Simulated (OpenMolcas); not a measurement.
## Exact exchange and the dipole moment of GeSiH5Cl

GeSiH5Cl has 8 atoms, charge 0, and is taken as a singlet. SMILES: `Cl[SiH2][GeH3]`. The shape is that of a PBE0-D4/def2-TZVP optimisation.

The dipole moment y, in D, basis cc-pVDZ; a is the functional's share of exact exchange. Programs: OpenMolcas 26.06.

| functional | program | a | y (D) |
| --- | --- | --- | --- |
| TPSS | OpenMolcas | 0 | 1.33 |
| BLYP | OpenMolcas | 0 | 1.25 |
| B3LYP | OpenMolcas | 0.2 | ? |
| PBE0 | OpenMolcas | 0.25 | 1.45 |
| BHLYP | OpenMolcas | 0.5 | 1.51 |

Question: Fit y = c + s·a to the known rows and predict B3LYP.

Answer: 
1. Means of the 4 rows: a = 0.1875, y = 1.385.
2. Σ(Δa)² = 0.17188, Σ(Δa·Δy) = 0.07875, so the slope is 0.07875/0.17188 = 0.45817.
3. Intercept: 1.385 − (0.45817) × 0.1875 = 1.299. The largest residual of the fit is 0.049.
4. B3LYP: 1.299 + (0.45817) × 0.2 = 1.39 D.

The run gave 1.38 D, so the prediction is off by +0.01 D, within the largest residual. More exact exchange makes the molecule more polar here. The rows mix families of semi-local functionals, which the line can't see.
